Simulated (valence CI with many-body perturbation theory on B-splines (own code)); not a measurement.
The numbers below are computed, except where a source is named.
**Level structure of Pr28+**

Level of theory: relativistic CI+MBPT: three valence electrons over a frozen Dirac-Fock core [Ar] 3d10, radial functions for each j: 11 s, 11 p, 9 d, 7 f, 5 g, 2 h, 1 i, with the one-electron correlation potential Σ1, the two-electron term Σ2, the three-electron term Σ3, Breit, model QED; selected CI, second order for the rest (own B-spline code, finite nucleus).

The last digits are not significant, and no measured levels were compared; by estimate large intervals hold to a few tenths of a per cent, small ones and those within an open d or f shell to about a per cent.

Levels 46 to 72 of 72, with energies above the lowest level, (4s^2 4p1/2) J=1/2. "Leading %" is the weight of the configuration and term that name the level; weights of strongly mixed levels are sums over their largest components and can fall short. In the jj column 3d3/2^4 stands for four electrons in 3d with j = 3/2.

| No. | Configuration | Term | J | E (cm⁻¹) | Leading % | Second component | Leading jj |
| --- | --- | --- | --- | --- | --- | --- | --- |
| 46 | 4p2.4d | 4F | 3/2 | 2274400 | 35 | 33 % 4p2.4d 2P | 4p1/2 4p3/2 4d3/2 (94 %) |
| 47 | 4p2.4d | 2G | 7/2 | 2275900 | 39 | 30 % 4p2.4d 2F | 4p1/2 4p3/2 4d3/2 (86 %) |
| 48 | 4p2.4d | 4D | 1/2 | 2278200 | 83 | 14 % 4p2.4d 2P | 4p1/2 4p3/2 4d3/2 (98 %) |
| 49 | 4p2.4d | 4D | 7/2 | 2310000 | 42 | 40 % 4p2.4d 4F | 4p1/2 4p3/2 4d5/2 (96 %) |
| 50 | 4p2.4d | 2G | 9/2 | 2332600 | 54 | 42 % 4p2.4d 4F | 4p1/2 4p3/2 4d5/2 (94 %) |
| 51 | 4p2.4d | 2P | 3/2 | 2342800 | 35 | 35 % 4p2.4d 4D | 4p1/2 4p3/2 4d5/2 (69 %) |
| 52 | 4p2.4d | 4P | 5/2 | 2345000 | 28 | 21 % 4p2.4d 4F | 4p1/2 4p3/2 4d5/2 (66 %) |
| 53 | 4p2.4d | 2D | 5/2 | 2369100 | 38 | 28 % 4p2.4d 4D | 4p1/2 4p3/2 4d3/2 (47 %) |
| 54 | 4p2.4d | 4P | 3/2 | 2372200 | 46 | 35 % 4p2.4d 2P | 4p1/2 4p3/2 4d3/2 (66 %) |
| 55 | 4p2.4d | 4P | 1/2 | 2375800 | 44 | 27 % 4p2.4d 2S | 4p1/2 4p3/2 4d3/2 (90 %) |
| 56 | 4p2.4d | 2F | 7/2 | 2377600 | 32 | 28 % 4p2.4d 2G | 4p1/2 4p3/2 4d5/2 (71 %) |
| 57 | 4p2.4d | 2D | 5/2 | 2400500 | 38 | 14 % 4p2.4d 4P | 4p1/2 4p3/2 4d5/2 (64 %) |
| 58 | 4p2.4d | 2D | 3/2 | 2436100 | 71 | 10 % 4p2.4d 2P | 4p1/2 4p3/2 4d5/2 (82 %) |
| 59 | 4p2.4d | 2P | 1/2 | 2442700 | 69 | 24 % 4p2.4d 2S | 4p1/2 4p3/2 4d5/2 (88 %) |
| 60 | 4s.4p.4f | 4G | 5/2 | 2491500 | 71 | 16 % 4s.4p.4f 4F | 4s 4p1/2 4f5/2 (88 %) |
| 61 | 4s.4p.4f | 4G | 7/2 | 2501300 | 49 | 28 % 4s.4p.4f 4F | 4s 4p1/2 4f7/2 (54 %) |
| 62 | 4s.4p.4f | 4F | 9/2 | 2511400 | 27 | 21 % 4s.4p.4f 4G | 4s 4p1/2 4f7/2 (58 %) |
| 63 | 4s.4p.4f | 4F | 3/2 | 2519100 | 52 | 11 % 4s.4d2 4F | 4s 4p1/2 4f5/2 (71 %) |
| 64 | 4s.4p.4f | 4F | 5/2 | 2523000 | 26 | 22 % 4s.4p.4f 4D | 4s 4p1/2 4f5/2 (45 %) |
| 65 | 4s.4p.4f | 4D | 7/2 | 2524600 | 38 | 19 % 4s.4p.4f 2F | 4s 4p1/2 4f7/2 (54 %) |
| 66 | 4p2.4d | 4D | 7/2 | 2532500 | 41 | 31 % 4p2.4d 2F | 4p3/2^2 4d5/2 (80 %) |
| 67 | 4p2.4d | 2P | 1/2 | 2537200 | 57 | 23 % 4p2.4d 4P | 4p3/2^2 4d3/2 (58 %) |
| 68 | 4p2.4d | 2D | 3/2 | 2546100 | 35 | 28 % 4p2.4d 4P | 4p3/2^2 4d3/2 (82 %) |
| 69 | 4p2.4d | 4P | 5/2 | 2551000 | 18 | 15 % 4p2.4d 4D | 4p3/2^2 4d3/2 (58 %) |
| 70 | 4p2.4d | 4F | 9/2 | 2555200 | 44 | 23 % 4p2.4d 2G | 4p3/2^2 4d5/2 (67 %) |
| 71 | 4p2.4d | 2F | 7/2 | 2565400 | 18 | 16 % 4p2.4d 2G | 4p3/2^2 4d3/2 (45 %) |
| 72 | 4s.4p.4f | 2G | 7/2 | 2585700 | 52 | 26 % 4p2.4d 2F | 4s 4p1/2 4f5/2 (29 %) |

Where two levels of one J and parity lie close, their mixing, g and order are uncertain.
